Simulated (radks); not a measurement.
Values are calculated unless marked as measured or tabulated.
Initial-state core-level shifts of the cobalt ion Co+ when its valence configuration changes from [Ar] 3d8. Level of theory: scalar-relativistic Kohn-Sham, LDA (Slater exchange, Perdew-Wang correlation), spin-polarised, spherical densities, point nucleus; open shells are filled with parallel spins first (a radial shooting solver on a logarithmic mesh with Libxc functionals). Shifts are changes of the shell-averaged eigenvalues in eV (positive: less bound).

valence               1s       2s       3s       3p
3d7 4p1           -6.816   -7.380   -6.846   -6.699
3d7 4s1           -5.297   -5.945   -5.321   -5.174
3d6.5 4s1 4p0.5   -9.188  -10.202   -9.123   -8.886
3d7 4s0.5 4p0.5   -6.065   -6.671   -6.091   -5.945
3d7.5 4s0.5       -2.491   -2.792   -2.531   -2.463
3d6 4s2          -12.135  -13.588  -11.893  -11.567
3d6.5 4s1.5       -8.572   -9.599   -8.503   -8.271
3d6 4s1 4p1      -13.360  -14.807  -13.113  -12.773
3d5 4s2 4p1      -21.482  -23.943  -20.538  -19.987
